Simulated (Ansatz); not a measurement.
Basis-set extrapolation for C2H7BO2Si, SMILES `B/C(O)=C(/O)[SiH3]` (PBE0-D4/def2-TZVP geometry, frozen core, Ansatz). Multiplicity 1, RHF reference.

```
                      def2-TZVPP   def2-QZVPP
                 HF  -543.222225  -543.243288
    MP2 correlation    -1.024148    -1.099426
CCSD(T) correlation    -1.113254      not run
```

Energies in hartree. Use E(X) = E(∞) + A·exp(−7.88·√X) for Hartree–Fock and E(X) = E(∞) + B·X^(−2.97) for correlation, with X = 3 and 4, and add CCSD(T) minus MP2 of the smaller set to the MP2 limit.

Task: What is the CCSD(T) energy at the basis-set limit?

Result: HF limit: -543.243288 + (-0.021063) × 0.13774 = -543.24619. MP2 limit: -1.099426 + (-0.075278) × 0.74074 = -1.15519. Higher-order term: -1.113254 − (-1.024148) = -0.08911. Total: -544.49049 hartree, 407.0 kJ/mol below CCSD(T)/def2-TZVPP.
